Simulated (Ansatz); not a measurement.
Reaction (cleavage of the B–Si bond): `CB[SiH](C)F` + `C[SiH2]N` → `CBN[SiH2]C` + `C[SiH2]F`

Program: Ansatz. Geometries: PBE0-D4/def2-TZVP. ΔE: electronic, gas phase. CBS: MP2 limit from def2 TZ/QZ plus the TZ coupled-cluster correction, frozen cores. Functionals use def2-TZVPP. Each species was taken in one conformer, which may not be the lowest.

`CB[SiH](C)F`:

Z-matrix (Å, degrees):
```
C
B 1 1.554
H 1 1.104 2 104.0
H 1 1.094 2 113.5 3 -113.2
H 1 1.092 2 116.9 3 117.4
Si 2 2.014 1 121.1 3 -103.3
H 2 1.201 1 117.9 3 75.0
F 6 1.613 2 112.2 1 169.8
C 6 1.868 2 111.3 1 -69.1
H 6 1.494 2 110.1 1 51.9
H 9 1.094 6 110.3 2 60.0
H 9 1.092 6 111.4 2 -60.1
H 9 1.092 6 110.6 2 179.5
```

`C[SiH2]N`:

```xyz
10

C    -1.112   -0.377   -0.760
Si    0.217   -0.349    0.556
N     1.356    0.937    0.466
H    -1.781   -1.230   -0.612
H    -0.677   -0.460   -1.759
H    -1.717    0.533   -0.730
H     0.990   -1.619    0.470
H    -0.442   -0.250    1.888
H     2.071    0.942   -0.243
H     1.096    1.874    0.725
```

`CBN[SiH2]C`:

```xyz
15

C     0.719    0.503   -1.819
B    -0.129   -0.784   -1.523
N    -0.858   -0.960   -0.335
Si   -0.989    0.131    1.024
C     0.599    0.252    1.993
H     0.449    0.917   -2.796
H     0.635    1.305   -1.081
H     1.779    0.232   -1.901
H    -0.163   -1.672   -2.334
H    -1.366   -1.829   -0.248
H    -1.390    1.483    0.552
H    -2.074   -0.413    1.886
H     1.411    0.625    1.364
H     0.483    0.935    2.838
H     0.892   -0.726    2.380
```

`C[SiH2]F`:

Cartesian coordinates in Å:
```
C 0.545 -0.040 0.819
Si -0.446 0.041 -0.745
F -2.004 -0.124 -0.396
H 0.401 -0.997 1.326
H 1.610 0.067 0.593
H 0.262 0.761 1.506
H -0.283 1.350 -1.427
H -0.085 -1.058 -1.676
```

```tsv
level	ΔE (kJ/mol)	difference from CCSD(T)/CBS
PBE-D4	-157.2	9.0
PBE0-D4	-160.0	6.2
ωB97X-V	-162.6	3.6
ωB97M-V	-168.7	-2.5
B2PLYP	-168.0	-1.8
PBE	-154.8	11.4
r2SCAN	-163.3	2.9
PBE0	-157.9	8.3
HF/def2-TZVPP	-167.2	-1.0
MP2/def2-TZVPP	-175.0	-8.8
CCSD/def2-TZVPP	-167.3	-1.1
CCSD(T)/def2-TZVPP	-168.7	-2.5
MP2/def2-QZVPP	-173.6	-7.4
SCS-MP2/def2-QZVPP	-171.6	-5.4
MP2/CBS(def2)	-172.5	-6.3
CCSD/CBS(def2)	-164.8	1.4
CCSD(T)/CBS	-166.2	0
```

Largest T1 diagnostic among the species: 0.011.

From PBE to PBE0 (25 % exact exchange), in def2-TZVPP and without D4, ΔE moves by −3.1 kJ/mol. The D4 term adds −3.7 kJ/mol with B3LYP and −2.1 kJ/mol with PBE0; it sums over pairs of atoms, weighted by their polarisabilities, and B3LYP, whose exchange is more repulsive, gets the larger term.

B3LYP here is the variant with VWN-RPA as its local correlation; programs differ in this.
